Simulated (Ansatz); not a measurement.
One change: `CCB(O)O` becomes `OB(O)F`.

Ansatz, PBE0-D4/def2-TZVP geometries, multiplicity 1. Each molecule was computed in one conformer, which needn't be the lowest.

```csv
property,`CCB(O)O`
LUMO energy (PBE/def2-TZVPP) / eV,-0.13
HOMO–LUMO gap (PBE/def2-TZVPP) / eV,7.14
HOMO–LUMO gap (PBE0/def2-TZVPP) / eV,9.43
size of the dipole moment (B3LYP/def2-TZVPP) / D,1.36
size of the dipole moment (ωB97M-V/def2-TZVPP) / D,1.36
HOMO energy (PBE0/def2-TZVPP) / eV,-8.74
```

Problem. Give the same properties after the change, and the shifts. (Estimate.)

Solution. The calculation gave: 
| property | `OB(O)F` | shift |
| --- | --- | --- |
| LUMO energy (PBE/def2-TZVPP) / eV | -0.40 | -0.27 |
| HOMO–LUMO gap (PBE/def2-TZVPP) / eV | 7.57 | 0.43 |
| HOMO–LUMO gap (PBE0/def2-TZVPP) / eV | 10.18 | 0.75 |
| size of the dipole moment (B3LYP/def2-TZVPP) / D | 1.88 | 0.52 |
| size of the dipole moment (ωB97M-V/def2-TZVPP) / D | 1.88 | 0.52 |
| HOMO energy (PBE0/def2-TZVPP) / eV | -9.74 | -1.00 |

With PBE0 the HOMO falls by 1.00 eV and the LUMO falls by 0.24 eV, so the gap widens by about 0.76 eV. PBE moves the HOMO by -0.70 eV and ωB97M-V by -1.13 eV. The zero-point energy changes by -165.0 kJ/mol with -18 modes. Dipoles are sizes alone; their direction can turn.

B3LYP here is the variant with VWN-RPA as its local correlation; programs differ in this.
